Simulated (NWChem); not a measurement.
**Excited singlets of HBF$_{2}$S by symmetry**

```xyz
5

B     -0.1163     0.4508     0.0000
F     -1.3666     0.8645     0.0000
F      0.8436     1.3562     0.0000
S      0.2323    -1.3174     0.0000
H      1.5729    -1.1613     0.0000
```
Charge 0, spin multiplicity 1.

Everything below was run with NWChem. All single points use one geometry, from PBE0/def2-SVP, a minimum by its harmonic frequencies. It is one conformer; others weren't searched.

Basis set: 6-31+G*. Symmetry labels belong to the abelian group Cs used in the runs, with the axes of the coordinates shown. Entries are the lowest vertical excitation energy of each symmetry in eV (for CIS and TDDFT among the lowest few roots); a state of one symmetry need not have the same character in every method. Symmetries that some method's roots don't reach, or where a double excitation leads the EOM-CCSD root, are left out.

The correlated methods keep 8 core orbitals frozen. B3LYP has NWChem's definition, with VWN1-RPA local correlation. The Pople sets run with spherical d functions. The structure started from a generated list of species. Coupled-cluster values serve here as a point of comparison, not as the truth.

```
method      a"    a'
--------  ----  ----
CIS       7.13  8.94
TD-PBE    6.30  7.07
TD-B3LYP  6.47  7.39
TD-PBE0    ___   ___
EOM-CCSD  6.83  7.95
```

Q: Some entries are withheld; supply them.

A: 
- TD-PBE0, a": 6.68
- TD-PBE0, a': 7.54
